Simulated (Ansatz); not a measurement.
Gas-phase electronic energies from Ansatz, PBE0-D4/def2-TZVP geometries. CCSD(T)/CBS is the MP2 limit (def2-TZVPP, def2-QZVPP) plus CCSD(T) − MP2 in def2-TZVPP, frozen cores. This one scheme is used for every species. DFT in def2-TZVPP. B3LYP here is the variant with VWN-RPA as its local correlation; programs differ in this. One conformer a species, not always the lowest.

Consider the formal exchange of groups at a C–S bond: `C=C(F)SC` + `N[SiH3]` → `C=C(F)[SiH2]N` + CH₃SH.

Task: Is it downhill or uphill in electronic energy at CCSD(T)/CBS, and by how much? (Estimate.)

Result: Computed: Downhill: ΔE = -34.3 kJ/mol.

Task: What do these levels give: PBE-D4, r2SCAN-D4, ωB97M-V, r2SCAN, PBE0, B3LYP, SCS-MP2/def2-TZVPP, CCSD/def2-TZVPP, CCSD(T)/def2-TZVPP, MP2/def2-QZVPP, MP2/CBS(def2), CCSD/CBS(def2)? (Best estimate.)

Result: Computed: PBE-D4 -25.3, r2SCAN-D4 -26.7, ωB97M-V -33.3, r2SCAN -26.7, PBE0 -29.0, B3LYP -32.3, SCS-MP2/def2-TZVPP -31.2, CCSD/def2-TZVPP -36.4, CCSD(T)/def2-TZVPP -33.7, MP2/def2-QZVPP -29.8, MP2/CBS(def2) -29.9, CCSD/CBS(def2) -37.1 kJ/mol.

Largest T1 diagnostic among the species: 0.012.

In def2-TZVPP, CCSD(T) changes the Hartree–Fock value by +6.6 kJ/mol (the triples alone add +2.7 kJ/mol) and MP2 by +11.1 kJ/mol. From PBE to PBE0 (25 % exact exchange), in def2-TZVPP and without D4, ΔE moves by −3.2 kJ/mol.
